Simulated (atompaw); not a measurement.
**cadmium (Cd): one change to a PAW (atompaw) potential, before and after**

- Element: cadmium
- Generator: atompaw 4.2.0.5
- Type: PAW
- Functional: PBEsol
- Relativity: scalar-relativistic
- Frozen core: [Kr]
- Valence charge: 12
- Reference configuration: 4d10 5s2 5p0
- Partial waves: 5s (bound): rc 3.00 bohr; 5s channel at 0.45 Ry: rc 3.00 bohr; 5p (bound, empty): rc 3.00 bohr; 5p channel at 1.05 Ry: rc 3.00 bohr; 4d (bound): rc 1.10 bohr; 4d channel at 0.55 Ry: rc 3.00 bohr
- Local potential: vpsmatchnc scheme with l = 3 at 0 Ry, radius 2.75 bohr
- Core correction: smooth core density matched at 2.50 bohr
- Augmentation charge: gaussian compensation charge, radius 2.95 bohr; PAW radius 3.00 bohr; waves and projectors: custom rrkj vanderbiltortho

All-electron outer shells of the reference configuration (PBEsol, scalar-relativistic, ld1.x):

| shell | level (eV) | outermost node (bohr) | outermost maximum (bohr) |
| --- | --- | --- | --- |
| 4s | -105.81 | 0.43 | 0.79 |
| 4p | -66.89 | 0.43 | 0.84 |
| 4d | -11.73 | 0.42 | 0.98 |
| 5s | -5.70 | 1.07 | 2.32 |
| 5p | -1.14 | 1.20 | 3.29 |

Change: all radii scaled by about 0.85 (s 2.56, p 2.56, d 0.94 bohr); local potential vpsmatchnc scheme with l = 3 at 0 Ry, radius 2.34 bohr; augmentation gaussian compensation charge, radius 2.52 bohr; PAW radius 2.56 bohr; waves and projectors: custom rrkj vanderbiltortho; core correction smooth core density matched at 2.12 bohr.

Cutoffs: the cutoffs (Ry, on a coarse ladder) from which the occupation-weighted sum of valence levels, in a spherical-Bessel basis at the reference potential, stays within 10 and 1 mRy of its value at 400 Ry; they do not see the model core or the augmentation charge, which bear on the density cutoff.

What does the change do?

The potential gets harder (90 Ry and 160 Ry → 120 Ry and 230 Ry); the bound ghosts move from s to p, s. A smaller radius makes the pseudo-wave follow the all-electron one further in, where it bends more sharply, so more plane waves are needed.

| quantity | base | changed |
| --- | --- | --- |
| cutoff, loose | 90 Ry | 120 Ry |
| cutoff, tight | 160 Ry | 230 Ry |
| loose cutoff by channel (10 mRy a level) | s 6 Ry, d 70 Ry | s 6 Ry, d 90 Ry |
| bound ghosts | s | s, p |
| lowest overlap eigenvalue by channel | s 0.18, p 0.43, d 0.47 | s 0.13, p 0.40, d 0.17 |

 A true bound ghost makes a file unfit for plane-wave use even where its test errors are small: the radial tests pick states by their node count and pass the ghost by. The cutoffs see the waves, projectors and local potential, not the compensation charge or the core.
